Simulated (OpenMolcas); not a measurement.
**Mo+: CASPT2 settings compared**

```
Program             : OpenMolcas
Basis               : ANO-RCC-VQZP [8s7p5d3f2g1h]
Scalar Hamiltonian  : DKH2, point nucleus
Active space        : 5 electrons in 6 orbitals (4d 5s)
State averaging     : 2S+1 = 6 even, 6 roots; 2S+1 = 4 even, 9 roots kept (CI in the orbitals of an earlier block, 0 in the spin-orbit step)
Spin-orbit coupling : RASSI with atomic mean-field integrals over the reference wave functions, term energies averaged over their components
```

Methods on the same reference wave functions:
A. CASSCF
B. SS-CASPT2, IPEA 0.35 Eh, sigma1 regulariser 0.5 Eh (closed shells correlated: 3d 4s 4p)
C. SS-CASPT2, IPEA 0.2 Eh, real shift 0.15 Eh (closed shells correlated: 4s 4p)
D. SS-CASPT2, IPEA 0.6 Eh, sigma2 regulariser 0.5 Eh (closed shells correlated: 4s 4p)

Energies in eV above 4d⁵ ⁶S_5/2, the measured ground level; measured values from NIST Handbook of Basic Atomic Spectroscopic Data.

```csv
Level,A,B,C,D,Measured
4d⁵ ⁶S_5/2,0.0000,0.0000,0.0000,0.0000,0.0000
4d⁴ 5s ⁶D_1/2,1.0830,1.385,1.474,1.385,1.4610
4d⁴ 5s ⁶D_3/2,1.1074,1.409,1.498,1.409,1.4920
4d⁴ 5s ⁶D_5/2,1.1481,1.450,1.539,1.450,1.5395
4d⁴ 5s ⁶D_7/2,1.2050,1.507,1.596,1.507,1.5994
4d⁴ 5s ⁶D_9/2,1.2783,1.580,1.669,1.580,1.6689
```

Deviations, from unrounded energies. A percentage is the sum of absolute deviations over the sum of measured energies, with the sign that they share, or ± where signs differ.

```json
{"Against measurement": "mean absolute deviation (cm-1)", "Levels": "5", "A": "3100", "B": "690", "C": "38", "D": "690"}
{"Against measurement": "other configurations (%)", "Levels": "5", "A": "-25.0", "B": "-5.5", "C": "±0.3", "D": "-5.5"}
```

C lies closest to measurement on these levels and A furthest from it. The largest miss of C in the table is 4d⁴ 5s ⁶D_1/2, by +100 cm-1. The ranking rests on the paired levels alone, and a cruder setting can come out closer through cancelling errors.

Among B to D the level of the table that moves most is 4d⁴ 5s ⁶D_1/2, by 720 cm-1 (lowest in D, highest in C). Moves below CASPT2's spread within the term are not significant.

The lowest spin-free term lies below A's lowest term by 0.495 hartree in B, 0.420 hartree in C, 0.397 hartree in D.

CASPT2 breaks the degeneracy within a term, and the mean is taken; among the terms shown or strongly mixed into the levels shown the widest spread is 12 cm-1 (4d⁴ 5s ⁶D, D). Some high roots are left out of the spin-orbit mixing, which shifts the levels that they would mix with. A single d shell beside an s shell can misplace configurations of different d count against each other. Without dynamic correlation excited terms often stand tens of per cent too high (terms of higher spin than the ground term too low), and those without a measured partner can miss by more than the paired ones (holds for A). Measured partners are found by configuration, term and J. A level has none where our copy of the source lacks it or the pairing is in doubt (some pairs that miss far off the trend of their configuration count as doubtful), and it then counts in no deviation. Levels of configurations outside the active space are missing.
